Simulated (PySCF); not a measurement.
Predicted microwave data (PBE0-D3(BJ)/def2-SVP geometry optimisation, gas phase (PySCF 2.14.0)) for one isomer of C8H21GeN3:

```
Rotational constants : A = 733.5, B = 713.4, C = 630.5 MHz
Dipole components    : |μa| = 0.14 D, |μb| = 0.03 D, |μc| = 0.22 D
Inertial defect      : -595.81 u·Å²
κ                    : 0.61
```

Task: Which candidate fits, each taken in the one conformer that was computed?
A. `C=[CH][Ge]([NH]CC)([NH]CC)[NH]CC` (Ge(vinyl)(NHEt)3)
B. Ge(vinyl)(NMe2)3 (`C=[CH][Ge]([N](C)C)([N](C)C)[N](C)C`)

Result: B. It is C=[CH][Ge]([N](C)C)([N](C)C)[N](C)C, an asymmetric top, point group C1. The candidates at the same level (rigid rotor, commonest isotopes):

```json
{"SMILES": "C=[CH][Ge]([N](C)C)([N](C)C)[N](C)C", "A (MHz)": "733.5", "B (MHz)": "713.4", "C (MHz)": "630.5", "μa (D)": "0.14", "μb (D)": "0.03", "μc (D)": "0.22", "Δ (u·Å²)": "-595.81", "point group": "C1", "rotor": "asymmetric top"}
{"SMILES": "C=[CH][Ge]([NH]CC)([NH]CC)[NH]CC", "A (MHz)": "681.0", "B (MHz)": "585.2", "C (MHz)": "474.4", "μa (D)": "0.29", "μb (D)": "0.85", "μc (D)": "0.40", "Δ (u·Å²)": "-540.47", "point group": "C1", "rotor": "asymmetric top"}
```

`C=[CH][Ge]([NH]CC)([NH]CC)[NH]CC` has C 25 % too low. No structure here is proved a minimum.
